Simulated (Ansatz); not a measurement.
CrCl₃ (the lowest doublet isomer of a short search) was relaxed with r2SCAN-D4 (def2-SVP) in Ansatz in these states: charge +1 singlet, neutral sextet. The geometries follow in no particular order.

A:

Cartesian coordinates in Å:
```
Cr 0.000 0.000 0.000
Cl 0.185 -1.868 -0.759
Cl 1.395 0.714 1.283
Cl -1.580 1.154 -0.524
```

B:

```
atom   x (Å)   y (Å)   z (Å)
 Cr1  -0.244  -0.309  -0.121
 Cl2  -1.542  -1.951  -0.764
 Cl3   1.754   0.831  -0.533
 Cl4   0.032   1.429   1.418
```

Problem. Judge from the bond lengths which geometry belongs to which state (an estimate).

Solution. A is the charge +1 singlet (Cr1–Cl3 2.025 Å, Cr1–Cl4 2.025 Å, Cr1–Cl2 2.025 Å); B is the neutral sextet (Cr1–Cl3 2.338 Å, Cr1–Cl4 2.338 Å, Cr1–Cl2 2.190 Å).

In the sextet, Cl3 and Cl4 lie 2.67 Å apart (atoms count from 1), so these atoms are partly bonded to each other.
